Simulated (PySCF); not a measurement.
Radial density of As+ (arsenic, charge +1)

UHF, [Ar] 3d10 4s2 4p1 5s1, 5s spin antiparallel (an excited configuration). All numbers are calculated (PySCF 2.14, the spin-free X2C one-electron Hamiltonian (Gaussian nucleus), in x2c-TZVPPall with one added diffuse shell each of s, p, d type (7s6p5d1f, 57 functions)).

```json
{"r (bohr)": "0.000678", "4πr²ρ (e/bohr)": "0.2390", "4πr²(ρα − ρβ)": "0.0000"}
{"r (bohr)": "0.00114", "4πr²ρ (e/bohr)": "0.5917", "4πr²(ρα − ρβ)": "-0.0001"}
{"r (bohr)": "0.00192", "4πr²ρ (e/bohr)": "1.459", "4πr²(ρα − ρβ)": "-0.0002"}
{"r (bohr)": "0.00323", "4πr²ρ (e/bohr)": "3.497", "4πr²(ρα − ρβ)": "-0.0004"}
{"r (bohr)": "0.00543", "4πr²ρ (e/bohr)": "7.922", "4πr²(ρα − ρβ)": "-0.0009"}
{"r (bohr)": "0.00913", "4πr²ρ (e/bohr)": "16.38", "4πr²(ρα − ρβ)": "-0.0017"}
{"r (bohr)": "0.0154", "4πr²ρ (e/bohr)": "29.04", "4πr²(ρα − ρβ)": "-0.0024"}
{"r (bohr)": "0.0258", "4πr²ρ (e/bohr)": "39.75", "4πr²(ρα − ρβ)": "-0.0006"}
{"r (bohr)": "0.0435", "4πr²ρ (e/bohr)": "37.92", "4πr²(ρα − ρβ)": "0.0098"}
{"r (bohr)": "0.0731", "4πr²ρ (e/bohr)": "33.16", "4πr²(ρα − ρβ)": "0.0289"}
{"r (bohr)": "0.123", "4πr²ρ (e/bohr)": "45.96", "4πr²(ρα − ρβ)": "0.0265"}
{"r (bohr)": "0.207", "4πr²ρ (e/bohr)": "37.13", "4πr²(ρα − ρβ)": "-0.0087"}
{"r (bohr)": "0.348", "4πr²ρ (e/bohr)": "25.31", "4πr²(ρα − ρβ)": "0.0392"}
{"r (bohr)": "0.585", "4πr²ρ (e/bohr)": "28.78", "4πr²(ρα − ρβ)": "0.0300"}
{"r (bohr)": "0.984", "4πr²ρ (e/bohr)": "8.963", "4πr²(ρα − ρβ)": "0.0394"}
{"r (bohr)": "1.66", "4πr²ρ (e/bohr)": "2.511", "4πr²(ρα − ρβ)": "0.4768"}
{"r (bohr)": "2.78", "4πr²ρ (e/bohr)": "0.7082", "4πr²(ρα − ρβ)": "0.2616"}
{"r (bohr)": "4.68", "4πr²ρ (e/bohr)": "0.3200", "4πr²(ρα − ρβ)": "-0.2767"}
{"r (bohr)": "7.88", "4πr²ρ (e/bohr)": "0.03540", "4πr²(ρα − ρβ)": "-0.0354"}
```

Densities and radii are taken from the X2C orbitals without a picture-change correction, which distorts them close to the nucleus.

The outer electron is Rydberg-like, and this basis confines it to a smaller radius and binds it less than a complete one would. With the s spin flipped the determinant is a mixture of two multiplicities, not a spectroscopic state.
